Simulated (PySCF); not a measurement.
Task: Give a PBE0-D3(BJ)/def2-SVP geometry of InChI=1S/BGeH9Si2/c1-4(2)3/h4H,1H2,2-3H3/t4-/m0/s1.

Result: 
```
atom  x, y, z in Å
B1     0.251    2.013    0.905
Si2    0.391    0.571   -0.465
Si3   -1.361   -0.962   -0.135
Ge4    2.380   -0.692   -0.042
H5     0.161    3.185    0.628
H6     0.257    1.699    2.073
H7     0.394    1.019   -1.895
H8    -1.248   -2.089   -1.112
H9    -2.698   -0.313   -0.306
H10   -1.269   -1.513    1.253
H11    2.318   -1.273    1.384
H12    2.485   -1.855   -1.048
H13    3.644    0.180   -0.165
```

Orientation and origin are arbitrary. Atoms count from 1 in this order. B1 (three-coordinate boron) is planar (angles 123.3°, 118.4° and 118.3°, sum 360.0°, 0.00 Å off the plane of its three neighbours). Ge4 (germanium bonded to Si and 3 H) is tetrahedral (angles from 108.6° to 111.7°). Si3 (SiH3 silicon) is tetrahedral (angles from 108.7° to 111.5°). Si2 (SiH silicon) is distorted tetrahedral (angles from 104.5° to 116.1°).

Bonds between heavy atoms (Å): B1–Si2 1.994, Si2–Si3 2.352, Si2–Ge4 2.394.

Level of theory: PBE0-D3(BJ)/def2-SVP geometry optimisation, gas phase (PySCF 2.14.0).

Point group: C1 (no symmetry element, even within 0.4 Å). No PBE0-D3(BJ)/def2-SVP frequencies stand behind this structure, so it isn't proved a minimum. The numbers are those of one conformer (H–B1–Si2–Si3 -123° and 57°).

Hardware: one thread of an Arm Neoverse V1, on a shared host. Cost: 51 s, 0.54 GiB resident at most. These figures are those of the optimisation.
